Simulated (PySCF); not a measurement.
A calculated (PBEsol, PySCF 2.14, x2c-TZVPPall with one added diffuse shell each of s, p, d type, scalar relativity by spin-free X2C-1e) atom or ion has these occupied shells.

```json
{"shell": "1s α", "electrons": "1", "orbital energy (eV)": "-179.63", "rms radius, mean of both spins (bohr)": "0.384"}
{"shell": "1s β", "electrons": "1", "orbital energy (eV)": "-178.55", "rms radius, mean of both spins (bohr)": "0.384"}
{"shell": "2s α", "electrons": "1", "orbital energy (eV)": "-10.627", "rms radius, mean of both spins (bohr)": "2.09"}
{"shell": "2p α", "electrons": "2", "orbital energy (eV)": "-4.764", "rms radius, mean of both spins (bohr)": "2.43"}
```

**Question.** Name the element and its charge.

**Answer.** B (boron, neutral), in [He] 2s1 2p2, high-spin 4P determinant (an excited configuration).
